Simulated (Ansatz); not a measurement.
`O=C[Te][SiH3]` + `CB(C)S` → `CB(S)C[SiH3]` + `O=C[TeH]`  (formal exchange of groups at the Si–Te bond)

Calculated with Ansatz (gas phase, PBE0-D4/def2-TZVP geometries, no zero-point term in ΔE). CCSD(T)/CBS adds triple-zeta CCSD(T) − MP2 to the extrapolated MP2 energy (def2 sets, frozen cores). DFT in def2-TZVPP. B3LYP here is the variant with VWN-RPA as its local correlation; programs differ in this. Elements past krypton have def2 core potentials. For Te outer-core shells are correlated without core-valence functions, which leaves a few kJ/mol of doubt a bond. Each species was taken in one conformer, which may not be the lowest.

Task: Is it downhill or uphill in electronic energy at CCSD(T)/CBS, and by how much? (Best estimate.)

Result: Ansatz gave: Uphill: ΔE = +52.2 kJ/mol.

Task: What do these levels give: ωB97M-V, r2SCAN, B3LYP, HF/def2-TZVPP, CCSD(T)/def2-TZVPP, HF/def2-QZVPP? (An estimate is asked.)

Result: Computed: ωB97M-V 46.5, r2SCAN 53.4, B3LYP 53.0, HF/def2-TZVPP 49.6, CCSD(T)/def2-TZVPP 46.0, HF/def2-QZVPP 49.4 kJ/mol.

Largest T1 diagnostic among the species: 0.016.

The D4 term adds −3.5 kJ/mol with B3LYP and −2.2 kJ/mol with PBE0; it sums over pairs of atoms, weighted by their polarisabilities, and B3LYP, whose exchange is more repulsive, gets the larger term.
